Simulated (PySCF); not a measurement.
```json
{"wavenumber (cm⁻¹)": "0", "absorption (km/mol per cm⁻¹)": "0.004"}
{"wavenumber (cm⁻¹)": "10", "absorption (km/mol per cm⁻¹)": "0.004"}
{"wavenumber (cm⁻¹)": "19", "absorption (km/mol per cm⁻¹)": "0.005"}
{"wavenumber (cm⁻¹)": "29", "absorption (km/mol per cm⁻¹)": "0.006"}
{"wavenumber (cm⁻¹)": "38", "absorption (km/mol per cm⁻¹)": "0.007"}
{"wavenumber (cm⁻¹)": "48", "absorption (km/mol per cm⁻¹)": "0.008"}
{"wavenumber (cm⁻¹)": "57", "absorption (km/mol per cm⁻¹)": "0.011"}
{"wavenumber (cm⁻¹)": "67", "absorption (km/mol per cm⁻¹)": "0.015"}
{"wavenumber (cm⁻¹)": "76", "absorption (km/mol per cm⁻¹)": "0.023"}
{"wavenumber (cm⁻¹)": "86", "absorption (km/mol per cm⁻¹)": "0.041"}
{"wavenumber (cm⁻¹)": "95", "absorption (km/mol per cm⁻¹)": "0.095"}
{"wavenumber (cm⁻¹)": "105", "absorption (km/mol per cm⁻¹)": "0.328"}
{"wavenumber (cm⁻¹)": "114", "absorption (km/mol per cm⁻¹)": "0.319"}
{"wavenumber (cm⁻¹)": "124", "absorption (km/mol per cm⁻¹)": "0.093"}
{"wavenumber (cm⁻¹)": "133", "absorption (km/mol per cm⁻¹)": "0.041"}
{"wavenumber (cm⁻¹)": "143", "absorption (km/mol per cm⁻¹)": "0.024"}
{"wavenumber (cm⁻¹)": "152", "absorption (km/mol per cm⁻¹)": "0.017"}
{"wavenumber (cm⁻¹)": "162", "absorption (km/mol per cm⁻¹)": "0.013"}
{"wavenumber (cm⁻¹)": "171", "absorption (km/mol per cm⁻¹)": "0.011"}
{"wavenumber (cm⁻¹)": "181", "absorption (km/mol per cm⁻¹)": "0.010"}
{"wavenumber (cm⁻¹)": "190", "absorption (km/mol per cm⁻¹)": "0.009"}
{"wavenumber (cm⁻¹)": "200", "absorption (km/mol per cm⁻¹)": "0.009"}
{"wavenumber (cm⁻¹)": "209", "absorption (km/mol per cm⁻¹)": "0.009"}
{"wavenumber (cm⁻¹)": "219", "absorption (km/mol per cm⁻¹)": "0.009"}
{"wavenumber (cm⁻¹)": "228", "absorption (km/mol per cm⁻¹)": "0.010"}
{"wavenumber (cm⁻¹)": "238", "absorption (km/mol per cm⁻¹)": "0.010"}
{"wavenumber (cm⁻¹)": "247", "absorption (km/mol per cm⁻¹)": "0.011"}
{"wavenumber (cm⁻¹)": "257", "absorption (km/mol per cm⁻¹)": "0.011"}
{"wavenumber (cm⁻¹)": "266", "absorption (km/mol per cm⁻¹)": "0.012"}
{"wavenumber (cm⁻¹)": "276", "absorption (km/mol per cm⁻¹)": "0.013"}
{"wavenumber (cm⁻¹)": "285", "absorption (km/mol per cm⁻¹)": "0.014"}
{"wavenumber (cm⁻¹)": "295", "absorption (km/mol per cm⁻¹)": "0.016"}
{"wavenumber (cm⁻¹)": "305", "absorption (km/mol per cm⁻¹)": "0.018"}
{"wavenumber (cm⁻¹)": "314", "absorption (km/mol per cm⁻¹)": "0.020"}
{"wavenumber (cm⁻¹)": "324", "absorption (km/mol per cm⁻¹)": "0.023"}
{"wavenumber (cm⁻¹)": "333", "absorption (km/mol per cm⁻¹)": "0.026"}
{"wavenumber (cm⁻¹)": "343", "absorption (km/mol per cm⁻¹)": "0.030"}
{"wavenumber (cm⁻¹)": "352", "absorption (km/mol per cm⁻¹)": "0.035"}
{"wavenumber (cm⁻¹)": "362", "absorption (km/mol per cm⁻¹)": "0.041"}
{"wavenumber (cm⁻¹)": "371", "absorption (km/mol per cm⁻¹)": "0.050"}
{"wavenumber (cm⁻¹)": "381", "absorption (km/mol per cm⁻¹)": "0.062"}
{"wavenumber (cm⁻¹)": "390", "absorption (km/mol per cm⁻¹)": "0.078"}
{"wavenumber (cm⁻¹)": "400", "absorption (km/mol per cm⁻¹)": "0.102"}
{"wavenumber (cm⁻¹)": "409", "absorption (km/mol per cm⁻¹)": "0.138"}
{"wavenumber (cm⁻¹)": "419", "absorption (km/mol per cm⁻¹)": "0.199"}
{"wavenumber (cm⁻¹)": "428", "absorption (km/mol per cm⁻¹)": "0.309"}
{"wavenumber (cm⁻¹)": "438", "absorption (km/mol per cm⁻¹)": "0.541"}
{"wavenumber (cm⁻¹)": "447", "absorption (km/mol per cm⁻¹)": "1.159"}
{"wavenumber (cm⁻¹)": "457", "absorption (km/mol per cm⁻¹)": "3.523"}
{"wavenumber (cm⁻¹)": "466", "absorption (km/mol per cm⁻¹)": "9.005"}
{"wavenumber (cm⁻¹)": "476", "absorption (km/mol per cm⁻¹)": "2.903"}
{"wavenumber (cm⁻¹)": "485", "absorption (km/mol per cm⁻¹)": "1.016"}
{"wavenumber (cm⁻¹)": "495", "absorption (km/mol per cm⁻¹)": "0.493"}
{"wavenumber (cm⁻¹)": "504", "absorption (km/mol per cm⁻¹)": "0.287"}
{"wavenumber (cm⁻¹)": "514", "absorption (km/mol per cm⁻¹)": "0.187"}
{"wavenumber (cm⁻¹)": "523", "absorption (km/mol per cm⁻¹)": "0.132"}
{"wavenumber (cm⁻¹)": "533", "absorption (km/mol per cm⁻¹)": "0.097"}
{"wavenumber (cm⁻¹)": "542", "absorption (km/mol per cm⁻¹)": "0.075"}
{"wavenumber (cm⁻¹)": "552", "absorption (km/mol per cm⁻¹)": "0.060"}
{"wavenumber (cm⁻¹)": "561", "absorption (km/mol per cm⁻¹)": "0.048"}
```

This is the computed harmonic infrared spectrum of quintet CoCl₃, Lorentzian lines of 14 cm⁻¹ full width. Method: PySCF, UPBE0, basis Co def2-TZVP, Cl def2-TZVP (no relativity, density fitting).

Q: Which bands make it up, and how are they assigned?

A: In D3h symmetry, counting bands above 1 % of the strongest: 109 cm⁻¹ (a2'', bend, 9.2 km/mol); 466 cm⁻¹ (e', stretch, 200 km/mol).

Only a few start shapes were tried, so a lower isomer may exist. With open d or f shells other occupations or spin states may lie lower.
